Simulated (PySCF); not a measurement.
Electron correlation in Hg (mercury, neutral)

Starting occupation: [Xe] 4f14 5d10 6s2. Computed with PySCF 2.14 in x2c-TZVPPall-2c, with X2C-1e with screened-nucleus spin-orbit coupling, Gaussian nucleus. Frozen: [Kr] 4d10 4f14; 20 electrons correlated; the 34 highest virtual spinors left out.

MP2 pair energies summed by pair of shells (mhartree):

| pair | energy | share (%) |
| --- | --- | --- |
| 5d3/2-5d5/2 | -152.89 | 23.1 |
| 5d5/2-5d5/2 | -107.05 | 16.2 |
| 5d5/2-6s1/2 | -59.61 | 9.0 |
| 5d5/2-5p3/2 | -59.27 | 9.0 |
| 5d3/2-5d3/2 | -46.35 | 7.0 |
| 5d3/2-5p3/2 | -40.42 | 6.1 |
| 5d3/2-6s1/2 | -38.27 | 5.8 |
| 5d5/2-5p1/2 | -25.64 | 3.9 |
| 5d3/2-5p1/2 | -18.75 | 2.8 |
| 6s1/2-6s1/2 | -18.60 | 2.8 |
| 5p3/2-5p3/2 | -17.41 | 2.6 |
| 5p1/2-5p3/2 | -15.67 | 2.4 |
| 5d5/2-5s1/2 | -14.49 | 2.2 |
| 5p3/2-5s1/2 | -12.49 | 1.9 |
| 5d3/2-5s1/2 | -9.93 | 1.5 |
| 5p3/2-6s1/2 | -7.74 | 1.2 |
| 5p1/2-5s1/2 | -5.98 | 0.9 |
| 5p1/2-5p1/2 | -4.23 | 0.6 |
| 5s1/2-5s1/2 | -2.91 | 0.4 |
| 5p1/2-6s1/2 | -2.77 | 0.4 |
| 5s1/2-6s1/2 | -0.80 | 0.1 |

Total MP2 correlation energy: -661.26 mhartree.

This basis was not built for core-valence correlation, so the inner-shell part is incomplete.
